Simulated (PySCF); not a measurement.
Structure problem from calculated spectra and properties.

Formula: C7H14.

* 1H NMR: chemical shifts (computed TMS as zero) by class: 1.67 (2 H), 1.63 (2 H), 1.55 (2 H), 1.24 (1 H), 1.21 (2 H), 0.98 (3 H), 0.80 (2 H) ppm [GIAO PBE0/pcSseg-1]
* Rotational structure: rotational constants A, B, C: 5.442, 1.662, 1.380 GHz [PBE0-D3(BJ)/def2-SVP]
* Couplings: largest of the computed one-bond spin–spin couplings (means over like bonds): 13C–1H +137.0 (×2), 13C–1H +135.9 (×2), 13C–1H +133.4 (×2), 13C–1H +131.3 (×3), 13C–1H +129.9 (×2), 13C–1H +129.3 (×2), 13C–1H +127.9, 13C–13C +38.1 Hz [B3LYP/pcJ-1, spin–dipole term left out]
* 13C NMR: chemical shifts (computed TMS as zero) by class: 45.3 (1 C), 35.6 (2 C), 30.9 (1 C), 25.6 (2 C), 15.5 (1 C) ppm [GIAO PBE0/pcSseg-1]
* Dipole: 0.06 D [PBE0/pcSseg-1]

Electronic properties: PySCF, gas phase, density fitting. Levels stand in brackets. The structure is a single PBE0-D3(BJ)/def2-SVP conformer in the gas phase; no vibrational or solvent corrections. NMR classes are plain means over equivalent atoms (diastereotopic ones count apart unless rotation or inversion swaps them), as if these changed places fast.

Q: What is the compound? Reason from the data.

A: Numbering: `[CH3:1][CH2:2][CH:3]1[CH2:4][CH2:5][CH2:6][CH2:7]1`. Its formula, C7H14, gives 1 degree of unsaturation: 1 ring and 0 π bonds in the structure found. 7 carbons fall into 5 classes; from least to most shielded: sp3 CH carbon [C3] (45.3 ppm), ring CH2 carbon [C4/C7] (35.6 ppm, 2 C, up to 4.2 ppm apart in this geometry), chain CH2 carbon [C2] (30.9 ppm), ring CH2 carbon [C5/C6] (25.6 ppm, 2 C), methyl carbon [C1] (15.5 ppm). Hydrogen classes from least to most shielded: 2 H on 2 ring CH2 carbons, C4/C7 (1.67 ppm), 2 H on 2 ring CH2 carbons, C5/C6 (1.63 ppm), 2 H on 2 ring CH2 carbons, C5/C6 (1.55 ppm), 1 H on an sp3 CH carbon, C3 (1.24 ppm), 2 H on a chain CH2 carbon, C2 (1.21 ppm, a mean of values up to 0.8 ppm apart in this geometry), 3 H on a methyl carbon, C1 (0.98 ppm), 2 H on 2 ring CH2 carbons, C4/C7 (0.80 ppm). The couplings run between: +137.0 Hz, ring CH2 carbon [C4] and its hydrogen (with 1 like pair); +135.9 Hz, ring CH2 carbon [C5] and its hydrogen (with 1 like pair); +133.4 Hz, ring CH2 carbon [C5] and its hydrogen (with 1 like pair); +131.3 Hz, methyl carbon [C1] and its hydrogen (with 2 like pairs); +129.9 Hz, ring CH2 carbon [C4] and its hydrogen (with 1 like pair); +129.3 Hz, chain CH2 carbon [C2] and its hydrogen (with 1 like pair); +127.9 Hz, sp3 CH carbon [C3] and its hydrogen; +38.1 Hz, chain CH2 carbon [C2] and sp3 CH carbon [C3]. The optimised geometry has point group C1 and is an asymmetric top. Structure: ethylcyclopentane, `CCC1CCCC1`. The assignments are read from this structure; whether some other isomer fits the data as well wasn't checked.
